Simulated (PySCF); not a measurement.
Electron correlation in In⁺ (indium, charge +1)

[Kr] 4d10 5s1 5p1, high-spin 3P determinant (an excited configuration). All numbers are calculated (PySCF 2.14, the spin-free X2C one-electron Hamiltonian (Gaussian nucleus), in dyall-acv2z). Frozen: [Kr] 4d10; 2 electrons correlated; the 62 highest virtual orbitals of each spin left out.

Total MP2 correlation energy: -1.98 mhartree.

Same-spin part -1.98 and opposite-spin part 0.00 mhartree; SCS-MP2 scales them by 1/3 and 6/5 to -0.66 mhartree.
